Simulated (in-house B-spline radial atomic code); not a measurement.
Values are calculated unless marked as measured or tabulated.
Building a PAW s channel for Co, r_c = 2.88 bohr

Co, [Ar] 3d7 4s2, non-relativistic LDA (VWN5), spherical and spin-unpolarised, from an all-electron radial atomic-structure program (B-spline basis) (atomic units; all potentials screened as in the neutral atom).

Two all-electron partial waves φ1, φ2 are integrated outwards at E1 = ε(4s) = -0.204497 and E2 = E1 + 1.5 hartree; φ1 is the bound orbital and φ2 has unit norm inside r_c = 2.8802 bohr. Smooth partners are polynomials, r^1(a0 + a1 r² + a2 r⁴ + a3 r⁶), matched to φ and three derivatives at r_c, with no condition on the norm. The local potential is -2.03341 + (0.54308) r² + (-0.0628332) r⁴ + (0.00269272) r⁶ inside 2.4402 bohr and the all-electron one outside.

```tsv
wave	φ(r_c)	φ'(r_c)	a0	a1	a2	a3
1	0.5924424	-0.136698	0.4560709	-0.04000743	0.001218282	-4.079687e-06
2	0.971696	0.8497544	-2.140891	0.6745939	-0.05832508	0.001569255
```

Inside r_c the overlaps are <φi φj> = [[0.55608, -0.21209], [-0.21209, 1.00000]] and, for the smooth waves, [[0.71151, -0.75839], [-0.75839, 2.94416]]. With χj = (Ej − T − V_local) applied to smooth wave j, the program's quadrature gives the matrix B_ij = <smooth i, χj> as [[0.29098, -1.60504], [-0.78558, 4.73798]].

**Question.** Check the match of the first wave, and find the augmentation charges q_ij.

**Answer.** At r_c the four terms are 1.31358, -0.95589, 0.24147, -0.00671, which sum to 0.5924, φ1(r_c) to rounding. q_ij is the all-electron overlap less the smooth one: [[-0.15543, 0.54631], [0.54631, -1.94416]]. The smooth first wave has a norm of 0.7115 inside r_c against 0.5561, so q11 is negative and must stay small enough for the overlap operator to be positive.

**Question.** B isn't symmetric. Show that D_ij = B_ij + Ej q_ij is.

**Answer.** Integrating by parts gives B12 − B21 = (E1 − E2) q12: -1.60504 − (-0.78558) = -0.81946, and −1.5 × (0.54631) = -0.81946. So D12 = -1.60504 + (1.295503)(0.54631) = -0.89730 and D21 = -0.78558 + (-0.204497)(0.54631) = -0.89730; D11 = 0.32277, D22 = 2.21931. The projectors, p = (B⁻¹)ᵀ χ, are dual to the smooth waves; det B = 0.12.

Solving (T + V_local + Σ p D p) ψ = E (1 + Σ p q p) ψ in a sphere of 9 bohr, whose wall lifts the free-atom level a little, gives these levels:

| all-electron | one projector | two projectors |
| --- | --- | --- |
| -0.204143 | -0.204143 | -0.204143 |
| 0.087175 | 0.084774 | 0.087093 |
| 0.426241 | 0.402631 | 0.425911 |
| 0.923404 | 0.784250 | 0.923135 |
| 1.567840 | 1.189790 | 1.567350 |

**Question.** What does the second projector gain?

**Answer.** With one projector the errors are 0.00, -2.40, -23.61, -139.15 millihartree, and the level at 1.1898 is out of step with the all-electron series: an extra state, or one far too low, so the pairing ends there. With two the errors are 0.00, -0.08, -0.33, -0.27, -0.49 millihartree. The scattering is exact at E1 and at E2 = 1.296, and over all levels compared the largest error is 0.49 millihartree. The lowest eigenvalue of the overlap operator is 0.573 with one and 0.1666 with two projectors. The smooth orbital alone needs a cutoff of 0.98 hartree for 1 millihartree of kinetic energy, against 3.7 for a norm-conserving Troullier-Martins orbital of the same radius; part of the gain comes from giving up the norm, part from the simpler form.
